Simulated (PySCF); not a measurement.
Identify the unknown among the candidates.

All candidates are C2H9BN (charge -1).

* Rotational structure: rotational constants A, B, C: 8.868, 8.123, 4.801 GHz [PBE0-D3(BJ)/def2-SVP]
* 13C NMR: chemical shifts (computed TMS as zero) by class: 51.2 (2 C) ppm [GIAO PBE0/pcSseg-1]
* Couplings: largest of the computed one-bond spin–spin couplings (means over like bonds): 13C–1H +130.5 (×6), 11B–1H +93.2 (×3), 15N–11B -14.2, 15N–13C -4.0 (×2) Hz [B3LYP/pcJ-1, spin–dipole term left out for some pairs]
* XPS: B1s 188.0, C1s 286.4 (×2), N1s 398.5 eV [ΔSCF SCAN, pcX-2 on the ionised atom, pcseg-1 elsewhere, spin-free X2C]
* NMR, other nuclei: isotropic shieldings of nuclei other than C and H, by class: 121 (1 B), 241 (1 N) ppm [GIAO PBE0/pcSseg-1]
* 1H NMR: chemical shifts (computed TMS as zero) by class: 1.90 (6 H), 1.54 (3 H) ppm [GIAO PBE0/pcSseg-1]

Gas-phase values; electronic properties from PySCF, density fitting. Levels stand in brackets. Isolated species at its PBE0-D3(BJ)/def2-SVP geometry, gas phase. No diffuse functions stand in pcJ-1 and pcSseg-1, which bears on an anion's orbital energies. Each NMR value is the plain mean over a class of atoms that symmetry, rotation or inversion makes alike.

Question: Which candidate is it?
A. `C[BH2-]NC`
B. `CC[BH2-]N`
C. `[BH3-]N(C)C`

Answer: C. It is `[BH3-]N(C)C`. Numbering: `[BH3-:1][N:2]([CH3:3])[CH3:4]`. 2 carbons fall into 1 class: N-methyl carbon [C3/C4] (51.2 ppm, 2 C). Hydrogen classes from least to most shielded: 6 H on 2 N-methyl carbons, C3/C4 (1.90 ppm, a mean of values up to 1.2 ppm apart in this geometry), 3 H on a four-coordinate boron, B1 (1.54 ppm). The other shieldings belong to: 121 ppm, four-coordinate boron [B1]; 241 ppm, boron-bound nitrogen [N2]. The couplings run between: +130.5 Hz, N-methyl carbon [C3] and its hydrogen (with 5 like pairs); +93.2 Hz, four-coordinate boron [B1] and its hydrogen (with 2 like pairs); -14.2 Hz, boron-bound nitrogen [N2] and four-coordinate boron [B1]; -4.0 Hz, boron-bound nitrogen [N2] and N-methyl carbon [C3] (with 1 like pair). The core levels belong to: B1s 188.0 eV, four-coordinate boron [B1]; C1s 286.4 eV, N-methyl carbon [C3/C4]; N1s 398.5 eV, boron-bound nitrogen [N2]. The optimised geometry has point group Cs and is an asymmetric top.

The others, at the same levels:
- `C[BH2-]NC` fails: its computed core binding energies are B1s 188.0, C1s 284.3, C1s 286.4, N1s 398.4 eV, rotational constant A is 23.969 GHz (against 8.868 GHz) and smallest rotational constant is 3.371 GHz (against 4.801 GHz).
- `CC[BH2-]N` fails: its computed core binding energies are B1s 188.0, C1s 284.2, C1s 285.7, N1s 398.4 eV, rotational constant A is 23.019 GHz (against 8.868 GHz) and smallest rotational constant is 3.197 GHz (against 4.801 GHz).

Each candidate is one conformer, not necessarily the lowest. Dipoles, sizes and rotational constants follow the conformer. The torsions of the flexible species, by atom-mapped SMILES:
- `[CH3:1][BH2-:2][NH:3][CH3:4]`: C1–B2–N3–C4 176°
- `[CH3:1][CH2:2][BH2-:3][NH2:4]`: C1–C2–B3–N4 -178°, H–N4–B3–C2 -66°, H–N4–B3–C2 -177°
